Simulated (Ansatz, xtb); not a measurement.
# CH5BO3: where a starting geometry ends

The starting geometry of this gas-phase singlet was built from a drawn formula by distance geometry and a force field; its bonds are those of `BC(O)(O)O`.

```csv
atom,x (Å),y (Å),z (Å)
C,0.5679,-0.9287,0.3324
B,-0.0944,0.4427,0.8631
O,-0.3505,-1.7168,-0.3061
O,1.0342,-1.6814,1.4810
O,1.7029,-0.5832,-0.4690
H,0.2860,1.4931,0.5266
H,-1.0436,0.3965,1.5951
H,-0.4950,-1.2400,-1.1943
H,1.8208,-1.1658,1.9043
H,2.0795,-1.4334,-0.7428
```

**Question.** Predict what becomes of its bonds when it is optimised with r2SCAN-D4/def2-SVP.

**Answer.** It rearranges, giving a structure given below by its coordinates. Contacts that open: C1–O4 (1.45 → 2.51 Å). Contacts that close: B2–O4 (2.48 → 1.43 Å).

The energy falls by 1.62 eV over 42 steps:

| step | E − E(last) (eV) |
| --- | --- |
| 1 | 1.616 |
| 6 | 1.256 |
| 10 | 1.047 |
| 15 | 0.347 |
| 19 | 0.221 |
| 24 | 0.220 |
| 28 | 0.212 |
| 33 | 0.053 |
| 37 | 0.011 |
| 42 | 0.000 |

Final geometry (Å):

```xyz
10

C     0.7131   -0.9547   -0.2256
B     0.3253   -0.3300    1.1675
O    -0.1518   -1.0089   -1.2146
O     1.2573   -0.6305    2.2043
O     1.9025   -1.3440   -0.5731
H     0.3267    0.8499    0.7141
H    -0.8804   -0.6251    1.3191
H    -1.0121   -0.7312   -0.8446
H     1.1131   -0.0577    2.9628
H     1.9142   -1.5846   -1.5197
```

From the same start GFN2-xTB ends elsewhere, differing in C1–O4 (1.57 against 2.51 Å here).

No frequencies were run, so the end isn't proven a minimum. Run with Ansatz 0.2.0, 80 s on 2 threads of Arm Neoverse V2, with other jobs on the host.
